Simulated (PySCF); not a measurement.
Ions at one geometry of [Lu(H2CO)]3+

PySCF 2.14.0, RKS PBE0, Lu def2-SVP with ECP28, O def2-SVP, C def2-SVP, H def2-SVP; non-relativistic Hamiltonian with scalar-relativistic core potentials where named; density fitting; no spin-orbit coupling; singlets restricted, open shells unrestricted. The geometry is relaxed for charge +3, singlet, vacuum:

```xyz
5

Lu    0.0000    0.0000   -0.1245
O     0.0000    0.0000    1.8467
C     0.0000    0.0000    3.1221
H     0.9749    0.0000    3.6619
H    -0.9749    0.0000    3.6619
```

Energies count from the relaxed state; an electron taken off or put on is at rest in vacuum. Charges and spins are Mulliken's.

| state | energy (eV) | spin squared | charge on Lu1 (e) | spin on Lu1 (e) | dipole about the centre of mass (D) |
| --- | --- | --- | --- | --- | --- |
| charge +3, singlet, vacuum | 0.00 | 0.00 | 2.47 | 0.00 | 5.74 |
| charge +4, doublet, vacuum | 28.67 | 0.75 | 2.76 | 0.02 | 14.91 |

**Question.** What does the state charge +2, doublet, vacuum give?

**Answer.** energy (eV) -17.94, spin squared 0.75, charge on Lu1 (e) 1.60, spin on Lu1 (e) 1.01, dipole about the centre of mass (D) 5.67.

With an electron taken off (doublet) the charges change, summed by element, by Lu +0.29 e, O +0.24 e, C +0.19 e, H +0.29 e. The vertical ionisation energy is 28.67 eV, against −ε(HOMO) = 25.90 eV of the relaxed state. The level lies 2.8 eV too high, as is usual for semilocal functionals and global hybrids, which keep a self-interaction error.

With an electron put on (doublet) the charges change, summed by element, by Lu -0.87 e, O +0.03 e, C -0.05 e, H -0.10 e. The vertical electron affinity is 17.94 eV, against −ε(LUMO) = 19.94 eV of the relaxed state.

Open shells may have lower solutions than those found.
